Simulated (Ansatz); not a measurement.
Start from `COB(S)Cl` and change one atom or group to get `OB(S)Cl`.

Ansatz, PBE0-D4/def2-TZVP geometries, multiplicity 1. Each molecule was computed in one conformer, which needn't be the lowest.

```
                             property  `COB(S)Cl`
  HOMO–LUMO gap (PBE/def2-TZVPP) / eV        5.49
LUMO energy (ωB97M-V/def2-TZVPP) / eV        2.04
  HOMO energy (B3LYP/def2-TZVPP) / eV       -7.45
HOMO energy (ωB97M-V/def2-TZVPP) / eV       -9.89
    LUMO energy (PBE/def2-TZVPP) / eV       -0.98
  LUMO energy (B3LYP/def2-TZVPP) / eV       -0.21
```

Problem. What does the change do to each property? (Estimate.)

Solution. The calculation gave: 
| property | `OB(S)Cl` | shift |
| --- | --- | --- |
| HOMO–LUMO gap (PBE/def2-TZVPP) / eV | 5.66 | 0.17 |
| LUMO energy (ωB97M-V/def2-TZVPP) / eV | 2.04 | 0.00 |
| HOMO energy (B3LYP/def2-TZVPP) / eV | -7.67 | -0.22 |
| HOMO energy (ωB97M-V/def2-TZVPP) / eV | -10.10 | -0.21 |
| LUMO energy (PBE/def2-TZVPP) / eV | -1.03 | -0.05 |
| LUMO energy (B3LYP/def2-TZVPP) / eV | -0.25 | -0.04 |

B3LYP here is the variant with VWN-RPA as its local correlation; programs differ in this.
